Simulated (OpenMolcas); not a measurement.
An atom or ion with 73 electrons was computed by SS-CASPT2, IPEA 0.25 Eh, imaginary shift 0.1 Eh with spin-orbit coupling (OpenMolcas, ANO-RCC-VQZP, DKH2). The lowest levels that the run gave, each within 12 % of the measured value where one is at hand:

```csv
J,Parity,E (cm-1),g
5/2,even,0.0,1.959
5/2,even,15080,1.047
7/2,even,18270,1.072
3/2,even,18530,1.396
5/2,even,18940,1.041
11/2,even,19310,1.244
9/2,even,19730,1.171
1/2,even,20590,1.683
7/2,even,22790,1.327
5/2,even,24640,1.325
1/2,even,25330,0.943
3/2,even,26430,1.394
```

Q: Which ion is it, and what are the configurations and terms?

A: Re2+ (Z = 75, charge +2; active space 5 electrons in 10 orbitals (5d 6d)). J, parity and g give the terms where levels are pure, and mixed ones are named by the computed weights; the size of the splittings, set against known spectra of the 73-electron sequence, gives the charge. In order, with the measured energies in cm-1 (the list in Brasseur, Gamrath and Quinet, At. Data Nucl. Data Tables 157, 101636 (2024)): 5d5 6S 5/2, 5d5 4G 5/2 [31 %], 5d5 4G 7/2 [70 %] (16890), 5d5 4D 3/2 [48 %], 5d5 4G 5/2 [46 %], 5d5 4G 11/2 (18020), 5d5 4G 9/2 (18346), 5d5 4P 1/2 [60 %], 5d5 4D 7/2 [74 %] (20453), 5d5 4D 5/2 [41 %], 5d5 4D 1/2 [64 %], 5d5 4P 3/2 [45 %].

Term energies are means over components that CASPT2 splits; among the terms shown or strongly mixed into the levels shown the widest spread is 210 cm-1 (5d5 2F(1)). Active for correlation alone: 6d; no level in the range computed is led by a configuration that fills it, so any true level of that kind is missing. Computed and measured levels are paired by configuration, term and J; levels that our copy of the source lacks, or whose pairing is in doubt (as where it misses far off the trend of its configuration), stay unpaired and out of the deviations. Only configurations of the active space appear.

A share in square brackets marks a mixed level and gives the weight of the term that names it. A number in round brackets counts repeated terms of one configuration in the order of the reference energies.
